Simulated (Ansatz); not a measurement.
`C=CS[Si](O)(O)O`, charge 0, multiplicity 1.

Give a relaxed structure at PBE0-D4/def2-TZVP (Ansatz 0.2.0). (Estimate.)

Ansatz gave: 
Cartesian coordinates in Å:
```
C -1.9314 0.8913 -0.3201
C -1.5817 -0.0332 -1.2032
S 0.0161 -0.7040 -1.5163
Si 1.0845 -0.3884 0.2938
O 2.5376 -1.0845 0.0316
O 0.2363 -1.0274 1.5250
O 1.3568 1.1718 0.6897
H -1.2226 1.3651 0.3484
H -2.9679 1.1997 -0.2500
H -2.3232 -0.4672 -1.8669
H 2.5532 -2.0107 -0.2147
H 0.3194 -0.5931 2.3760
H 1.9228 1.6805 0.1066
```
This is one stationary point; other conformers may exist.
